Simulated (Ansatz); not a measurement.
# Group exchange: SiN2H6 + SiH3(SH) → Si2N2H8 + H2S

Species: SiN2H6 `NN[SiH3]`, singlet; SiH3(SH) (sulfanylsilane), singlet; Si2N2H8 `NN([SiH3])[SiH3]`, singlet; H2S (hydrogen sulfide) `S`, singlet. The partners trade H for SiH3: N–H and S–SiH3 bonds give way to N–SiH3 and S–H.

Shapes, held fixed at every level: PBE0-D4/def2-TZVP. Flexible molecules stand in one conformer, not always the lowest. Programs: Ansatz 0.2.0. The zero-point and thermal change to 298 K, harmonic and unscaled (PBE0-D4/def2-TZVP), is -7.5 kJ/mol.

```json
{"level": "HF/def2-SVP", "kind": "Hartree–Fock", "ΔH(298 K) (kJ/mol)": "-7.8", "less CCSD(T)/CBS estimate": "+0.9", "CPU time (sum over the molecules)": "–"}
{"level": "r2SCAN-D4/def2-TZVPP", "kind": "meta-GGA", "ΔH(298 K) (kJ/mol)": "-2.6", "less CCSD(T)/CBS estimate": "+6.1", "CPU time (sum over the molecules)": "22 s"}
{"level": "B3LYP-D4/def2-TZVPP", "kind": "global hybrid", "ΔH(298 K) (kJ/mol)": "-8.5", "less CCSD(T)/CBS estimate": "+0.2", "CPU time (sum over the molecules)": "21 s"}
{"level": "BHLYP-D4/def2-TZVPP", "kind": "global hybrid", "ΔH(298 K) (kJ/mol)": "-9.7", "less CCSD(T)/CBS estimate": "-1.0", "CPU time (sum over the molecules)": "2.7 min"}
{"level": "r2SCAN0-D4/def2-TZVPP", "kind": "global hybrid", "ΔH(298 K) (kJ/mol)": "-2.0", "less CCSD(T)/CBS estimate": "+6.7", "CPU time (sum over the molecules)": "23 s"}
{"level": "B2PLYP/def2-TZVPP", "kind": "double hybrid", "ΔH(298 K) (kJ/mol)": "-6.0", "less CCSD(T)/CBS estimate": "+2.7", "CPU time (sum over the molecules)": "45 s"}
{"level": "CCSD(T)/def2-SVP", "kind": "coupled cluster or CI", "ΔH(298 K) (kJ/mol)": "-18.6", "less CCSD(T)/CBS estimate": "-9.9", "CPU time (sum over the molecules)": "13 s"}
{"level": "CCSD(T)/CBS estimate", "kind": "coupled cluster or CI", "ΔH(298 K) (kJ/mol)": "-8.7", "less CCSD(T)/CBS estimate": "0.0", "CPU time (sum over the molecules)": "6.5 min"}
```

The highest level, CCSD(T)/CBS estimate, gives ΔH(298 K) = -8.7 kJ/mol; the levels span -18.6 to -2.0. The column of differences is taken from that level and isn't an error. No measured value is set beside it here. The CBS estimate extrapolates MP2 from def2-TZVPP and def2-QZVPP and adds CCSD(T) − MP2 in the triple-zeta set, cores frozen. Times are processor times on shared x86 and Arm servers, and rough.
